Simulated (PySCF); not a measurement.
Si(Me)2 (C2H6Si), SMILES C[Si]C (connectivity only; charge and spin as stated), neutral, multiplicity 1.

Coordinates come from a TPSSh-D3(BJ)/def2-TZVP optimisation. The isomer is the one that the SMILES or the coordinates give; other isomers of the formula were not compared.

These are PBE/def2-TZVPD run with PySCF values and carry that method's errors.

Symmetry labels are those of the subgroup C2 that the program uses (full group C2).

Computed valence orbital energies around the gap with their symmetry:
```json
[
 {"orbital": "HOMO−7", "symmetry": "B", "energy (eV)": "-16.72"},
 {"orbital": "HOMO−6", "symmetry": "A", "energy (eV)": "-11.01"},
 {"orbital": "HOMO−5", "symmetry": "A", "energy (eV)": "-10.14"},
 {"orbital": "HOMO−4", "symmetry": "B", "energy (eV)": "-10.09"},
 {"orbital": "HOMO−3", "symmetry": "A", "energy (eV)": "-9.52"},
 {"orbital": "HOMO−2", "symmetry": "B", "energy (eV)": "-9.49"},
 {"orbital": "HOMO−1", "symmetry": "B", "energy (eV)": "-7.21"},
 {"orbital": "HOMO", "symmetry": "A", "energy (eV)": "-4.98"},
 {"orbital": "LUMO", "symmetry": "B", "energy (eV)": "-2.97"},
 {"orbital": "LUMO+1", "symmetry": "A", "energy (eV)": "-0.27"},
 {"orbital": "LUMO+2", "symmetry": "B", "energy (eV)": "-0.10"},
 {"orbital": "LUMO+3", "symmetry": "A", "energy (eV)": "0.71"}
]
```
